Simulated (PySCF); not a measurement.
C₂H₅OS, SMILES O=S(C)[CH2], multiplicity 2. Geometry: PBE0-D3(BJ)/def2-SVP. The isomer is the one that the SMILES or the coordinates give; other isomers of the formula were not compared.

Computed equilibrium geometry at PBE0-D3(BJ)/def2-SVP (PySCF confirms it by a frequency run) as bond lengths and angles:
Atoms: C1 S2 C3 O4 H5 H6 H7 H8 H9. Bond lengths (Å): C1–S2 1.736, C1–H5 1.094, C1–H6 1.093, S2–C3 1.823, S2–O4 1.495, C3–H7 1.098, C3–H8 1.099, C3–H9 1.098. Angles (°): S2–C1–H5 118.1, S2–C1–H6 115.2, H5–C1–H6 120.5, C1–S2–C3 99.1, C1–S2–O4 110.6, C3–S2–O4 107.4, S2–C3–H7 107.8, S2–C3–H8 110.3, S2–C3–H9 105.8, H7–C3–H8 111.7, H7–C3–H9 110.5, H8–C3–H9 110.5.
Charge 0, spin multiplicity 2.
